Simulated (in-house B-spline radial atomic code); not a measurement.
**LDA VWN5 excitations of In⁺**

Method: LDA VWN5. Computed with a B-spline radial code for spherical atoms: linear response of the closed shell [Kr] 4d10 5s2 with the functional's adiabatic kernel; scalar-relativistic (spin-free one-electron X2C), finite nucleus, no spin-orbit coupling, no double excitations, S, P, D and F terms only; shells from n = 3 respond. Only terms of natural parity with L up to 3 were computed.

Command:
```bash
python run_td.py task.json out
```
Settings (radii: box in bohr, nucleus in fm):
```
Z                        49
electrons                48
configuration            [Kr] 4d10 5s2
hamiltonian              x2c
method                   lda,vwn
box_radius               41.61
rms_radius               4.6156
intervals                74
```

Run time, properties included: 1.1 s on 1 thread of AMD EPYC 9R45 96-Core Processor (Zen 5) (shared host).

The lowest states, in the order of their Tamm-Dancoff energies; the method's threshold (minus the highest occupied level) is 15.292 eV. Labels give the largest channel, * marks a mixed state, and oscillator strengths are full-response dipole values. Measured ¹D terms are left out, since they can mix with doubly excited terms. Semilocal kernels can invert the small singlet-triplet splittings of Rydberg terms. Energies in eV:

| state | full response | Tamm-Dancoff | oscillator strength | measured (J-weighted term) |
| --- | --- | --- | --- | --- |
| 5s → 5p 3P | 5.865 | 5.921 | - | 5.531 |
| 5s → 5p 1P | 7.944 | 8.308 | 1.52 | 7.816 |
| 5s → 6s 3S | 11.577 | 11.580 | - | 11.645 |
| 5s → 6s 1S | 11.798 | 11.816 | - | 12.030 |
| 5s → 5d 3D | 12.536 | 12.541 | - | 12.674 |
| 5s → 5d 1D | 12.572 | 12.578 | - | - |
| 5s → 6p 3P | 12.956 | 12.959 | - | 13.409 |
| 5s → 6p 1P | ? | ? | ? | ? |
| 5s → 7s 3S | ? | ? | - | - |

Task: Where does 5s → 7s 3S lie?

Result: At 13.807 eV in full response, 13.807 eV in Tamm-Dancoff.

Task: Where does 5s → 6p 1P lie?

Result: At 13.043 eV in full response, 13.080 eV in Tamm-Dancoff, oscillator strength 0.00261; measured 13.611 eV.

Task: How large is the singlet-triplet splitting of 5s → 5p (P terms) in Tamm-Dancoff?

Result: 2.39 eV, from the unrounded values.

Task: What polarisabilities and dispersion coefficient does the method give?

Result: Dipole 22.81 bohr³, quadrupole 119.5 bohr⁵, C6 155.8 hartree·bohr⁶ for two such species.
